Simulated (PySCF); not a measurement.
**`[SiH3]OCC1(Cl)CC1`: 4 charge schemes on one density**

Compound: C4H9ClOSi.
SMILES with atom numbers: `[SiH3:1][O:2][CH2:3][C:4]1([Cl:5])[CH2:6][CH2:7]1` (hydrogens: H8, H9, H10 on Si1; H11, H12 on C3; H13, H14 on C6; H15, H16 on C7)

Cartesian coordinates in Å at the GFN2-xTB level; atoms count from 1:
```
atom  x, y, z in Å
Si1   -2.6217    0.2222    0.4736
O2    -1.0173    0.1098    0.2555
C3    -0.3142   -0.2754   -0.8790
C4     1.1748   -0.2246   -0.6015
Cl5    2.0850   -0.7116   -2.0294
C6     1.7615    0.8342    0.2738
C7     1.7240   -0.5955    0.7372
H8    -2.6147    0.6705    1.8554
H9    -3.2727   -1.0750    0.2706
H10   -3.2144    1.1810   -0.4630
H11   -0.5950   -1.2964   -1.1726
H12   -0.5503    0.3921   -1.7194
H13    2.7141    1.2557   -0.0071
H14    1.0725    1.5340    0.7218
H15    2.6509   -1.1466    0.7728
H16    1.0099   -0.8654    1.5000
```

Density: PBE0/pcSseg-1 (PySCF); schemes: Mulliken, IAO, Hirshfeld and ESP-fitted. Geometry: GFN2-xTB, one conformer, isolated molecule.

Q: Tabulate the Mulliken, IAO, Hirshfeld and ESP-fitted charges.

A: In e:

```csv
atom,environment,Mulliken,IAO,Hirshfeld,ESP-fitted
Si1,oxygen-bound silicon,+0.705,+0.877,+0.391,+0.569
O2,silyl ether oxygen,-0.652,-0.642,-0.202,-0.242
C3,sp3 carbon bound to oxygen,+0.244,-0.047,+0.003,-0.085
C4,sp3 C–Cl carbon,-0.419,+0.015,+0.025,+0.040
Cl5,alkyl chlorine,-0.094,-0.092,-0.052,-0.133
C6,three-membered-ring carbon,-0.125,-0.293,-0.096,-0.280
C7,three-membered-ring carbon,-0.125,-0.293,-0.096,-0.246
H8,Si–H hydrogen,-0.111,-0.127,-0.074,-0.124
H9,Si–H hydrogen,-0.118,-0.154,-0.081,-0.124
H10,Si–H hydrogen,-0.118,-0.153,-0.081,-0.124
H11,methylene hydrogen,+0.121,+0.133,+0.035,+0.098
H12,methylene hydrogen,+0.121,+0.133,+0.035,+0.099
H13,methylene hydrogen,+0.142,+0.161,+0.048,+0.157
H14,methylene hydrogen,+0.144,+0.162,+0.048,+0.130
H15,methylene hydrogen,+0.142,+0.161,+0.048,+0.146
H16,methylene hydrogen,+0.144,+0.162,+0.048,+0.121
```

Mean size of the charges over all atoms: IAO 0.225 e, Mulliken 0.220 e, ESP-fitted 0.170 e, Hirshfeld 0.085 e. Each set sums to the total charge, 0, to within 0.001 e. The IAO scheme projects the occupied orbitals on a minimal set of polarised atomic orbitals and counts the electrons in each atom's part of it. The ESP scheme is a least-squares fit of atom-centred charges to the potential on four shells outside the van der Waals surface, with the total charge fixed.

Lowest charge. The schemes don't all agree: Mulliken O2 (-0.652); IAO O2 (-0.642); Hirshfeld O2 (-0.202); ESP-fitted C6 (-0.280).

Highest charge. All schemes agree: Mulliken Si1 (+0.705); IAO Si1 (+0.877); Hirshfeld Si1 (+0.391); ESP-fitted Si1 (+0.569).

Q: Sum the charges by element, for elements with more than one atom.

A: 
| element | atoms | Mulliken | IAO | Hirshfeld | ESP-fitted |
| --- | --- | --- | --- | --- | --- |
| C | 4 | -0.426 | -0.619 | -0.164 | -0.572 |
| H | 9 | +0.467 | +0.477 | +0.027 | +0.379 |

Q: How many electrons does the IAO scheme count on C4?

A: Z − q = 6 − (+0.015) = 5.985.

Q: How closely do the schemes follow one another over all atoms?

A: Correlation coefficient and root-mean-square difference: IAO with Hirshfeld 0.98, 0.193 e; IAO with ESP-fitted 0.96, 0.129 e; Hirshfeld with ESP-fitted 0.95, 0.097 e; Mulliken with IAO 0.88, 0.151 e; Mulliken with Hirshfeld 0.85, 0.196 e; Mulliken with ESP-fitted 0.77, 0.185 e.

The run behind these numbers computed NMR shieldings as well. The run took 62 s (with the writing of density and orbital grids) on one thread of an Arm Neoverse N1, no GPU, shared host with 64 logical CPUs at a one-minute load of 61, and the process peaked at 0.82 GiB of memory.
